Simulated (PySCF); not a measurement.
Radial density of Si+ (silicon, charge +1)

UHF, [Ne] 3s2 3p1, 2P determinant. Calculation: PySCF 2.14, in x2c-TZVPPall with one added diffuse shell each of s, p, d type (6s6p4d1f, 51 functions); scalar relativity by spin-free X2C-1e.

```tsv
r (bohr)	4πr²ρ (e/bohr)	4πr²(ρα − ρβ)
0.00205	0.09908	0.0000
0.00344	0.2658	0.0000
0.00579	0.6821	0.0000
0.00975	1.692	0.0000
0.0164	3.904	0.0001
0.0276	7.990	0.0003
0.0464	13.29	0.0014
0.0780	15.84	0.0069
0.131	12.08	0.0271
0.221	9.901	0.0695
0.371	14.21	0.0814
0.624	9.906	0.0034
1.05	2.315	0.0963
1.77	1.623	0.4354
2.97	0.7071	0.2953
5.00	0.04259	0.0268
8.41	2.971e-05	0.0000
```

Densities and radii are taken from the X2C orbitals without a picture-change correction, which distorts them close to the nucleus.
